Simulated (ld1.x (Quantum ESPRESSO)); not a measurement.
## C: one change to an RRKJ potential, before and after

carbon, norm-conserving RRKJ (Kleinman–Bylander form), made with ld1.x (Quantum ESPRESSO) 7.5 (PW91, non-relativistic). Core [He], reference 2s2 2p2. Waves: 2s (bound): rc 1.05 bohr; 2p (bound): rc 1.55 bohr. Local part: all-electron potential smoothed inside 0.85 bohr (lloc = -1). Core correction: a·sin(br)/r model core inside 0.60 bohr. rho0 = 0.01.

Change: core correction a·sin(br)/r model core inside 0.44 bohr.

Cutoffs: the cutoffs (Ry, on a coarse ladder) from which the occupation-weighted sum of valence levels, in a spherical-Bessel basis at the reference potential, stays within 10 and 1 mRy of its value at 400 Ry; they do not see the model core or the augmentation charge, which bear on the density cutoff. Errors are all-electron minus pseudo energies relative to the spin-unpolarised reference configuration.

**Question.** Predict the effect on cutoff, ghosts and configuration errors.

**Answer.** The potential gets neither clearly harder nor softer (50 Ry and 70 Ry → 50 Ry and 70 Ry); of the 7 tests that both files solve, the error grows in 0 and shrinks in 2 by more than 15 % and 0.3 meV (median size 5.1 → 5.3 meV); neither file shows a bound ghost. A model core, the more so a compact one, raises the density cutoff, which this test does not measure.

```tsv
quantity	base	changed
cutoff, loose	50 Ry	50 Ry
cutoff, tight	70 Ry	70 Ry
bound ghosts	none	none
error for 2s2 2p1, meV [ΔE 10.93 eV]	+11	+9.8
error for 2s2 2p0, meV [ΔE 35.17 eV]	+125	+111
error for 2s1 2p0, meV [ΔE 83.40 eV]	+338	+287
error for 2s2 2p2.3, meV [ΔE -1.18 eV]	+0.1	+0.1
error for 2s1 2p2, meV [ΔE 19.65 eV]	-5.1	-5.3
error for 2s2 2p1.5, meV [ΔE 4.00 eV]	+1.4	+1.2
error for 2s0 2p4, meV [ΔE 16.92 eV]	+4.9	+3.2
s: phases at 1.69 bohr within 0.05 rad from the reference energy up to (Ry; the scan ends near 5)	to the end of the scan	to the end of the scan
p: phases at 1.69 bohr within 0.05 rad from the reference energy up to (Ry; the scan ends near 5)	4.5	4.5
```
